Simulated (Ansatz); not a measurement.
Coupled-cluster diagnostics for Bi₃ (the lowest doublet isomer of a short search), Ansatz.

Geometry of the doublet (PBE0-D4/def2-SVP):

```xyz
3

Bi    1.4062    0.6140    0.7756
Bi   -0.9279   -1.3136    0.6106
Bi   -0.4783    0.6996   -1.3862
```

In the def2 sets Bi takes a core potential; there is no spin–orbit coupling. Correlated methods freeze 12 core orbitals; core or outer-core shells of Bi are correlated, in sets that lack core-valence functions. In CCSD on the charge 0 doublet the largest single amplitude is 0.24, so its Hartree–Fock determinant may place the open shell otherwise than the density functionals do. The structure comes from a short search, and lower isomers may exist.

Geometry of the charge 0 quartet (PBE0-D4/def2-SVP):

Cartesian coordinates in Å:
```
Bi 1.244 -1.174 0.382
Bi -0.050 0.739 -1.588
Bi -1.194 0.435 1.207
```

Task: Estimate the CCSD(T) correlation energy, the shares of MP2 and (T), T1 and the reference's ⟨S²⟩ for: charge 0, doublet, own geometry in def2-SVP; charge 0, quartet, own geometry in def2-SVP; and the rough time on 4 threads of Arm Neoverse V1 on a shared host.

Result: 
```tsv
state	basis	correlation (eV)	MP2 share (%)	(T) share (%)	T1	⟨S²⟩ (pure)	wall time	remarks
charge 0, doublet, own geometry	def2-SVP	-9.003	87.1	5.1	0.037	1.57 (0.75)	5.5 s	spin-contaminated (⟨S²⟩ 1.57)
charge 0, quartet, own geometry	def2-SVP	-8.588	88.8	4.6	0.009	3.77 (3.75)	6 s	–
```
Customary marks for T1 are 0.02 (closed shells), 0.045 (open shells) and about 0.05 (3d metals). T1 exceeds 0.02 in 1 of 2 rows and 0.045 in 0; the higher it lies, the less the single-reference result can be trusted.
